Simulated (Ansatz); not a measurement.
`[SiH3][CH2][InH][SiH3]` → `[SiH3][CH2][InH2]` + `[SiH2]` at 298.15 K and 1 bar (silylene loss).

Computed with Ansatz on PBE0-D4/def2-TZVP structures; ΔE is electronic, products minus reactants. CBS: MP2 limit from def2 TZ/QZ plus the TZ coupled-cluster correction, frozen cores. This one scheme is used for every species. def2 core potentials past Kr. For In outer-core shells are correlated without core-valence functions, which leaves a few kJ/mol of doubt a bond. Each species was taken in one conformer, which may not be the lowest.

```
                 species  CCSD(T)/CBS energy (Eh)  H − E (kJ/mol)  S (J/(mol·K))
`[SiH3][CH2][InH][SiH3]`               -811.41666           240.1          425.9
     `[SiH3][CH2][InH2]`               -521.12346           184.5          351.1
                `[SiH2]`               -290.19011            40.6          207.5
```

H − E and S are ideal-gas, rigid-rotor, harmonic terms from PBE0-D4/def2-TZVP, for one conformer and one mirror image of each species. 1 Eh = 2625.50 kJ/mol, R = 8.31446 J/(mol·K).

Task: By hand: ΔE, ΔH, ΔS and ΔG.

Result: ΔE = (-521.12346) + (-290.19011) − (-811.41666) = 0.10309 Eh = 270.7 kJ/mol. Δ(H − E) = 184.5 + 40.6 − 240.1 = -15.0, so ΔH = 255.7 kJ/mol. ΔS = 351.1 + 207.5 − 425.9 = 132.7 J/(mol·K). ΔG = 255.7 − 298.15 × (132.7)/1000 = 216.1 kJ/mol.

Task: By hand: the equilibrium constant, and the temperature at which ΔG would vanish if ΔH and ΔS stayed fixed.

Result: log₁₀ K = −ΔG/(RT ln 10) = -37.9. ΔG = 0 at ΔH/ΔS = 1927 K.

The number of gas molecules changes by +1, which sets the sign of ΔS. A doubt of 5 kJ/mol in ΔE shifts log₁₀ K by 0.9 here. Other conformers and mirror images would add mixing entropy, several J/(mol·K) or more a flexible species. Modes under 60 cm⁻¹, often nearly free rotors, make the harmonic entropy too high. These are equilibria of isolated gas molecules and say nothing of rates. Largest T1 diagnostic: 0.014 (customary marks: 0.02 for closed shells, 0.045 for open ones).
